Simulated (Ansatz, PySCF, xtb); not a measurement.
Reaction (SMILES): F[Si](F)(Cl)Cl [dichloro(difluoro)silane] + 3 [SiH4] (SiH4) → 2 F[SiH3] + 2 [SiH3]Cl
Geometries: B3LYP-D3(BJ)/def2-TZVP minima from Ansatz (a first-principles code). Frequencies are from Ansatz or PySCF.
Geometry of the first species:
```xyz
5

Si    -0.0174    -0.3276     0.0117
F      0.0230    -1.2155     1.3135
F     -0.1563    -1.2966    -1.2238
Cl    -1.6227     0.8923     0.0862
Cl     1.7076     0.7074    -0.1433
```

Property: bond separation energy (enthalpy at 298 K, with B3LYP-D3(BJ) rigid-rotor harmonic-oscillator terms), in kJ/mol. Correlated levels leave the core frozen unless marked. No spin-orbit coupling. No relativistic terms. CBS marks a two-point X^-3 extrapolation of the correlation energy; Hartree-Fock from the larger set.

| level | program | bond separation energy (kJ/mol) |
|---|---|---|
| GFN2-xTB | xtb | -118.0 |
| HF/cc-pVTZ | Ansatz | 29.0 |
| SVWN5/def2-TZVPD | Ansatz | 64.9 |
| PBE-D4/def2-TZVPD | Ansatz + dftd4 | 52.3 |

Problem. Estimate the value at CCSD(T)/CBS(cc-pV(T+d)Z,cc-pV(Q+d)Z) as computed with Ansatz.

Solution. 45.5 kJ/mol
